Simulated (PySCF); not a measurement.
CH2NO, doublet, at a GFN2-xTB geometry; MN15/6-31G (PySCF).

The PySCF input:
```python
from pyscf import gto, scf, dft

mol = gto.M(
    atom='''
N    -1.084208    0.034696   -0.003522
C     0.169541   -0.378673    0.005976
O     1.219079    0.204885    0.000415
H    -1.343784    1.022254   -0.018599
H    -1.836633   -0.632171    0.004077
''',
    basis='6-31g',
    charge=0,
    spin=1,
    verbose=4,
)

mf = dft.UKS(mol)
mf.xc = 'mn15'
mf.grids.radi_method = dft.radi.mura_knowles
mf.kernel()
```

Question: What does PySCF print? Leave out banner, timings and long lists.

Answer: 
```
PySCF version 2.14.0

[INPUT] verbose = 4
[INPUT] num. atoms = 5
[INPUT] num. electrons = 23
[INPUT] charge = 0
[INPUT] spin (= nelec alpha-beta = 2S) = 1
[INPUT] symmetry False subgroup None
[INPUT] Mole.unit = angstrom
[INPUT] Symbol           X                Y                Z      unit          X                Y                Z       unit  Magmom
[INPUT]  1 N     -1.084208000000   0.034696000000  -0.003522000000 AA   -2.048856182062   0.065565937618  -0.006655615411 Bohr   0.0
[INPUT]  2 C      0.169541000000  -0.378673000000   0.005976000000 AA    0.320386056885  -0.715588260767   0.011293003320 Bohr   0.0
[INPUT]  3 O      1.219079000000   0.204885000000   0.000415000000 AA    2.303725434209   0.387176537032   0.000784236342 Bohr   0.0
[INPUT]  4 H     -1.343784000000   1.022254000000  -0.018599000000 AA   -2.539383730573   1.931780089741  -0.035147016191 Bohr   0.0
[INPUT]  5 H     -1.836633000000  -0.632171000000   0.004077000000 AA   -3.470733361338  -1.194630053892   0.007704413410 Bohr   0.0

nuclear repulsion = 64.4554378639071
number of shells = 19
number of NR pGTOs = 74
number of NR cGTOs = 31
basis = 6-31g
ecp = {}

******** <class 'pyscf.dft.uks.UKS'> ********
method = UKS
initial guess = minao
damping factor = 0
level_shift factor = 0
DIIS = <class 'pyscf.scf.diis.CDIIS'>
diis_start_cycle = 1
diis_space = 8
diis_damp = 0
SCF conv_tol = 1e-09
SCF conv_tol_grad = None
SCF max_cycles = 50
direct_scf = True
direct_scf_tol = 1e-13
number electrons alpha = 12  beta = 11
XC library pyscf.dft.libxc version 7.1.2
    S. Lehtola, C. Steigemann, M. J. T. Oliveira, and M. A. L. Marques,  SoftwareX 7, 1–5 (2018)
XC functionals = mn15
    H. S. Yu, X. He, S. L. Li, and D. G. Truhlar,  Chem. Sci. 7, 5032–5051 (2016)
    H. S. Yu, X. He, S. L. Li, and D. G. Truhlar,  Chem. Sci. 7, 5032–5051 (2016)
radial grids: Mura-Knowles [JCP 104, 9848 (1996); DOI:10.1063/1.471749] log3 quadrature radial grids
becke partition: Becke, JCP 88, 2547 (1988); DOI:10.1063/1.454033
pruning grids: <function nwchem_prune>
grids dens level: 3
symmetrized grids: False
atomic radii adjust function: <function treutler_atomic_radii_adjust>
small_rho_cutoff = 0
Set gradient conv threshold to 3.16228e-05
tot grids = 58912
init E= -169.445070582546

cycle= 1 E= -168.842378586995  delta_E= 0.603  |g|= 0.549  |ddm|= 1.82
cycle= 2 E= -168.357848277313  delta_E= 0.485  |g|= 1.24  |ddm|= 1.79
cycle= 3 E= -168.977177803977  delta_E= -0.619  |g|= 0.0678  |ddm|= 1.34
cycle= 4 E= -168.978646338269  delta_E= -0.00147  |g|= 0.0429  |ddm|= 0.0895
cycle= 5 E= -168.979418396935  delta_E= -0.000772  |g|= 0.00853  |ddm|= 0.0473
cycle= 6 E= -168.979461749725  delta_E= -4.34e-05  |g|= 0.00255  |ddm|= 0.0144
cycle= 7 E= -168.979468146836  delta_E= -6.4e-06  |g|= 0.000429  |ddm|= 0.0118
cycle= 8 E= -168.979468566466  delta_E= -4.2e-07  |g|= 0.000148  |ddm|= 0.00211
cycle= 9 E= -168.979468619687  delta_E= -5.32e-08  |g|= 5.32e-05  |ddm|= 0.000559
cycle= 10 E= -168.979468626683  delta_E= -7e-09  |g|= 1.22e-05  |ddm|= 0.00021
cycle= 11 E= -168.979468627131  delta_E= -4.47e-10  |g|= 5.42e-06  |ddm|= 4.74e-05
Extra cycle  E= -168.979468627146  delta_E= -1.55e-11  |g|= 7.54e-06  |ddm|= 1.84e-05
converged SCF energy = -168.979468627146  <S^2> = 0.7524117  2S+1 = 2.0024102
```
